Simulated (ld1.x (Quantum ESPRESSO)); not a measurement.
Building the PAW potential for Ga (BP86, non-relativistic).

The input file (ld1.x (Quantum ESPRESSO) 7.5):

```
&input
   title='Ga', zed=31., rel=0, dft='BP', iswitch=3,
   config='[Ar] 3d10 4s2 4p0.5 4f-2',
   nld=4, rlderiv=2.55, eminld=-4.0, emaxld=5.0, deld=0.02
 /
 &inputp
   pseudotype=3, lpaw=.true., tm=.true., lloc=-1, rcloc=1.15,
   nlcc=.true., new_core_ps=.true., rcore=1.20,
   which_augfun='BESSEL', rmatch_augfun=1.00,
   file_pseudopw='Ga.UPF', file_wfcaegen='ae.wfc', file_wfcncgen='nc.wfc', file_beta='beta', file_chi='chi', file_wfcusgen='us.wfc'
 /
7
4S  1  0   2.00   0.00  1.50  1.95  0.0
4S  1  0   0.00  -0.35  1.50  1.95  0.0
4P  2  1   0.50   0.00  1.60  1.95  0.0
4P  2  1   0.00   0.65  1.60  1.95  0.0
3D  3  2  10.00   0.00  1.15  1.40  0.0
3D  3  2   0.00   2.00  1.15  1.40  0.0
4F  4  3  -2.00   0.10  1.85  2.35  0.0
 &test
   configts(1)='3d10 4s2 4p0.5'
 /
```

Command:

```bash
ld1.x < Ga.in > Ga.out
```

Output (shortened: banner, matrices, multipoles, cross overlaps and the repeated all-electron block are left out):

```
Program LD1 v.7.5

     !!!!!!!!!!!!!!!!!!! WARNING !!!!!!!!!!!!!!!!!!!!!!!
     Message from routine ld1_readin:
     US requires at least two energies per channel 4F
     !!!!!!!!!!!!!!!!!!!!!!!!!!!!!!!!!!!!!!!!!!!!!!!!!!!
     --------------------------- All-electron run ----------------------------

     Ga

     atomic number is 31.00
     dft =BP   lsd =0 sic =0 latt =0  beta=0.20 tr2=1.0E-14
     Exchange-correlation= BP
                           (   1   1   1   1   0   0   0)
     mesh =1205 r(mesh) = 101.09016 a.u. xmin = -7.00 dx = 0.01250
     1 Ry =  13.60569312 eV

     n l     nl                  e(Ry)          e(Ha)          e(eV)
     1 0     1S 1( 2.00)      -742.2237      -371.1118    -10098.4677
     2 0     2S 1( 2.00)       -90.8755       -45.4378     -1236.4245
     2 1     2P 1( 6.00)       -80.5464       -40.2732     -1095.8901
     3 0     3S 1( 2.00)       -10.8209        -5.4104      -147.2252
     3 1     3P 1( 6.00)        -7.4726        -3.7363      -101.6700
     3 2     3D 1(10.00)        -1.7449        -0.8725       -23.7410
     4 0     4S 1( 2.00)        -0.9078        -0.4539       -12.3512
     4 1     4P 1( 0.50)        -0.4263        -0.2132        -5.8007

     final scf error:  5.4E-15 reached in  31 iterations

     Etot =   -3850.090097 Ry,   -1925.045049 Ha,  -52383.144357 eV

     Ekin =    3847.454384 Ry,    1923.727192 Ha,   52347.283651 eV
     Encl =   -9206.756606 Ry,   -4603.378303 Ha, -125264.305035 eV
     Eh   =    1659.543318 Ry,     829.771659 Ha,   22579.237113 eV
     Exc  =    -150.331194 Ry,     -75.165597 Ha,   -2045.360086 eV

     normalization and overlap integrals

     s(1S/1S) =  1.000000  <r> =   0.0494  <r2> =    0.0033  r(max) =   0.0327
     s(2S/2S) =  1.000000  <r> =   0.2215  <r2> =    0.0578  r(max) =   0.1856
     s(2P/2P) =  1.000000  <r> =   0.1922  <r2> =    0.0452  r(max) =   0.1482
     s(3S/3S) =  1.000000  <r> =   0.6625  <r2> =    0.5069  r(max) =   0.5718
     s(3P/3P) =  1.000000  <r> =   0.6839  <r2> =    0.5517  r(max) =   0.5718
     s(3D/3D) =  1.000000  <r> =   0.8049  <r2> =    0.8480  r(max) =   0.5305
     s(4S/4S) =  1.000000  <r> =   2.3140  <r2> =    6.1828  r(max) =   1.8984
     s(4P/4P) =  1.000000  <r> =   3.0565  <r2> =   10.9845  r(max) =   2.4376

     ------------------------ End of All-electron run ------------------------

     --------------------- Generating PAW atomic setup --------------------

      Generating local potential from pseudized AE potential:
      Matching radius rcloc =   1.1500

      Local pseudo, rcloc= 1.151 Estimated cut-off energy=    18.48 Ry

      Computing core charge for nlcc:

       r > 1.21 : true rho core
      Core charge pseudized with two Bessel functions
      Integrated core pseudo-charge :   6.24
      Wfc-us  4S rcutus= 1.946  Estimated cut-off energy=    11.80 Ry
      Wfc-us  4S rcutus= 1.946  Estimated cut-off energy=    12.71 Ry
      Wfc-us  4P rcutus= 1.946  Estimated cut-off energy=    19.04 Ry
      Wfc-us  4P rcutus= 1.946  Estimated cut-off energy=    20.60 Ry
      Wfc-us  3D rcutus= 1.406  Estimated cut-off energy=    59.74 Ry
      Wfc-us  3D rcutus= 1.406  Estimated cut-off energy=    49.71 Ry
      Wfc-us  4F rcutus= 2.377  Estimated cut-off energy=    24.66 Ry

     Required augmentation: BESSEL   radius:    1.000000
     Suggested rho cutoff for augmentation: 153.52 Ry

     Estimated PAW energy = -277.698390 Ryd

     ------------------- End of pseudopotential generation -------------------

     Computing logarithmic derivative in   2.54666
     Computing logarithmic derivative in   2.54666
     Computing the partial wave expansion
     R is outside the sphere for l=    0 j= 0.00
     R is outside the sphere for l=    0 j= 0.00
     R is outside the sphere for l=    1 j= 0.00
     R is outside the sphere for l=    1 j= 0.00
     R is outside the sphere for l=    2 j= 0.00
     R is outside the sphere for l=    2 j= 0.00
     R is outside the sphere for l=    3 j= 0.00

     ---------------------- Testing the pseudopotential ----------------------

     Ga

     atomic number is 31.00   valence charge is 13.00
     dft = SLA  PZ   B88  P86   lsd =0 sic =0 latt =0  beta=0.20 tr2=1.0E-14
     mesh =1205 r(mesh) = 101.09016 xmin = -7.00 dx = 0.01250

     n l     nl             e AE (Ry)        e PS (Ry)    De AE-PS (Ry)
     3 2     3D   1(10.00)       -1.74493       -1.74493       -0.00000
     1 0     4S   1( 2.00)       -0.90780       -0.90780        0.00000
     2 1     4P   1( 0.50)       -0.42635       -0.42635        0.00000

     eps = 5.3E-16  iter =  1

     Etot =   -3850.090097 Ry,   -1925.045049 Ha,  -52383.144357 eV
     Etotps =  -277.698390 Ry,    -138.849195 Ha,   -3778.279078 eV

     Ekin =     270.222563 Ry,     135.111281 Ha,    3676.565265 eV
     Encl =    -539.883904 Ry,    -269.941952 Ha,   -7345.494721 eV
     Ehrt =     142.294145 Ry,      71.147072 Ha,    1936.010465 eV
     Ecxc =    -150.331194 Ry,     -75.165597 Ha,   -2045.360087 eV
     (Ecc =     -11.396820 Ry,      -5.698410 Ha,    -155.061633 eV)

     ---------------------- End of pseudopotential test ----------------------
```

Note: ghost state, extra bound levels that the all-electron valence spectrum of the same l lacks: s at -42.9 eV (f not tested). A true bound ghost makes a file unfit for plane-wave use. Its overlap operator is not positive definite in a basis up to 400 Ry (lowest eigenvalue f -12.40), so the file is unfit for use: the generalised eigenproblem breaks down once the basis is large enough, and its test numbers describe a broken file.

Generation and configuration tests took about 2.2 s on one core of a shared server CPU.
